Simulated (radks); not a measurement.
The numbers below are computed, except where a source is named.
Task: Code: a radial shooting solver on a logarithmic mesh with Libxc functionals. Model: scalar-relativistic Kohn-Sham, LDA (Slater exchange, Perdew-Wang correlation), spin-polarised, spherical densities, finite nucleus; open shells are filled with parallel spins first; Fermi nuclear charge, rms radius of each element as measured or else 0.836 A^(1/3) + 0.57 fm. Each species is in its NIST ground configuration. Rank Sc, Zn, Cr, Cu, Co, V, Ni, Mn, Fe, Ti by Delta-SCF ionisation energy (eV), largest first.

Result: Zn 9.918, Cu 8.626, Fe 8.162, Co 7.898, Cr 7.598, Mn 7.574, Ni 7.271, Ti 6.936, Sc 6.649, V 6.249.
